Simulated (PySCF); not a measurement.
Can point charges reproduce the dipole moment of `C(/C=C/OC(C)=O)=C`?

Coordinates (GFN2-xTB, Å) and charges (e) from the PBE0/pcSseg-1 density (PySCF):

```csv
atom,x,y,z,Mulliken,IAO,Hirshfeld,ESP-fitted
C1,-3.734,0.140,-0.034,-0.1455,-0.3204,-0.1013,-0.4323
C2,-2.525,-0.117,-0.524,-0.1886,-0.1315,-0.0446,-0.1109
C3,-1.300,0.123,0.198,-0.1384,-0.1773,-0.0674,-0.1967
C4,-0.100,-0.143,-0.318,+0.1649,+0.0371,+0.0238,+0.0215
O5,1.050,0.095,0.392,-0.4326,-0.3076,-0.0815,-0.3902
C6,2.237,-0.194,-0.181,+0.3612,+0.5309,+0.2231,+0.9130
C7,3.362,0.139,0.759,-0.2333,-0.4756,-0.1193,-0.7075
O8,2.354,-0.652,-1.285,-0.3963,-0.4476,-0.2516,-0.5656
H9,-4.629,-0.051,-0.600,+0.1182,+0.1554,+0.0476,+0.1819
H10,-3.868,0.550,0.954,+0.1120,+0.1466,+0.0454,+0.1885
H11,-2.415,-0.529,-1.518,+0.1026,+0.1477,+0.0501,+0.1533
H12,-1.372,0.535,1.195,+0.1104,+0.1569,+0.0503,+0.1959
H13,0.049,-0.556,-1.308,+0.1262,+0.1638,+0.0478,+0.1580
H14,3.251,-0.436,1.675,+0.1476,+0.1745,+0.0596,+0.2000
H15,4.312,-0.091,0.287,+0.1444,+0.1726,+0.0584,+0.1909
H16,3.319,1.195,1.016,+0.1473,+0.1744,+0.0595,+0.2001
```

Problem. What dipole does each set of charges give (1 e·Å = 4.803 D), and what does the density give?

Solution. The full density gives (0.06, 0.69, 1.69) D, 1.82 D in size; dipole vectors point from the negative to the positive end.

| scheme | μx | μy | μz | size (D) | share of the full size (%) | angle to the full dipole (°) |
| --- | --- | --- | --- | --- | --- | --- |
| Mulliken | 0.18 | 0.79 | 1.95 | 2.11 | 116 | 3 |
| IAO | 0.03 | 0.67 | 1.66 | 1.79 | 98 | 1 |
| Hirshfeld | 0.27 | 0.54 | 1.34 | 1.47 | 81 | 9 |
| ESP-fitted | 0.03 | 0.70 | 1.71 | 1.85 | 102 | 1 |

Problem. Which set comes closest?

Solution. Length of the difference vector: IAO 0.04 D, ESP-fitted 0.04 D, Mulliken 0.31 D, Hirshfeld 0.43 D. Closest: IAO and ESP-fitted. The schemes that divide the density aren't constrained to reproduce the dipole.

Problem. What is left for the Hirshfeld atoms' own dipoles?

Solution. The shares of the density sum to the whole, so what Σ q r misses lies in dipoles about the nuclei. The atomic dipoles sum to (0.06, 0.69, 1.69) − (0.27, 0.54, 1.34) = (-0.21, 0.15, 0.35) D, 0.43 D in size.

Problem. With the origin at the mean of the coordinates, (0.000, 0.001, 0.044) Å, which are the largest single terms, by size, of the Mulliken dipole along the direction of the full one?

Solution. O8 +2.67, H16 +1.03, H14 +1.03, C7 -0.92, H13 -0.89 D; all 16 atoms together +2.11 D. The single terms depend on the origin, their sum doesn't.

Problem. Give the size of the full dipole in other units.

Solution. 1.82 D = 0.717 au = 0.379 e·Å = 6.08 × 10⁻³⁰ C·m.

One conformer (not necessarily the lowest) at the GFN2-xTB geometry, without solvent, vibrations or thermal averaging.

The run behind these numbers computed NMR shieldings as well. On one thread, Arm Neoverse V1 (shared host), this took 25 s.

Conformer computed: `[CH2:1]=[CH:2]/[CH:3]=[CH:4]/[O:5][C:6]([CH3:7])=[O:8]`: C1–C2–C3–C4 180°, C3–C4–O5–C6 180°, C4–O5–C6–C7 180°.
